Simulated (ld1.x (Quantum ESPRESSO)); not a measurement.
**Reading a pseudo-wave (He)**

Columns: radius, all-electron u(r) and pseudo u(r) of the 1s shell (level -15.92 eV) of helium in the configuration 1s2; BLYP, scalar-relativistic, RRKJ scheme, ld1.x (Quantum ESPRESSO) 7.5.

| r (bohr) | all-electron | pseudo |
| --- | --- | --- |
| 0.025 | 0.1153 | 0.0966 |
| 0.050 | 0.2191 | 0.1917 |
| 0.075 | 0.3124 | 0.2837 |
| 0.100 | 0.3961 | 0.3711 |
| 0.125 | 0.4709 | 0.4527 |
| 0.150 | 0.5376 | 0.5272 |
| 0.175 | 0.5968 | 0.5940 |
| 0.200 | 0.6492 | 0.6526 |
| 0.225 | 0.6954 | 0.7030 |
| 0.250 | 0.7359 | 0.7455 |
| 0.275 | 0.7712 | 0.7809 |
| 0.300 | 0.8018 | 0.8102 |
| 0.325 | 0.8280 | 0.8344 |
| 0.350 | 0.8503 | 0.8545 |
| 0.375 | 0.8690 | 0.8714 |
| 0.400 | 0.8845 | 0.8855 |
| 0.425 | 0.8970 | 0.8973 |
| 0.450 | 0.9068 | 0.9069 |
| 0.475 | 0.9142 | 0.9142 |
| 0.500 | 0.9193 | 0.9193 |
| 0.525 | 0.9224 | 0.9224 |
| 0.550 | 0.9237 | 0.9237 |
| 0.575 | 0.9234 | 0.9234 |
| 0.600 | 0.9215 | 0.9215 |
| 0.625 | 0.9184 | 0.9184 |
| 0.650 | 0.9140 | 0.9140 |

Q: How many radial nodes do the two functions have?

A: The all-electron 1s function has n − l − 1 = 0; the pseudo-wave has 0.

Q: At about which radius was the pseudo-wave matched?

A: 0.50 bohr. The columns agree to 0.0005 from 0.42 bohr on; several derivatives are matched, so the curves merge somewhat inside the radius.

Q: Where does each function peak?

A: Outermost all-electron maximum near 0.55 bohr, pseudo maximum near 0.55 bohr (to the table’s step).

Q: Is the pseudo-wave norm-conserving?

A: Yes: the RRKJ scheme keeps the norm inside the radius equal to the all-electron one, which fixes the energy derivative of the logarithmic derivative at the level.
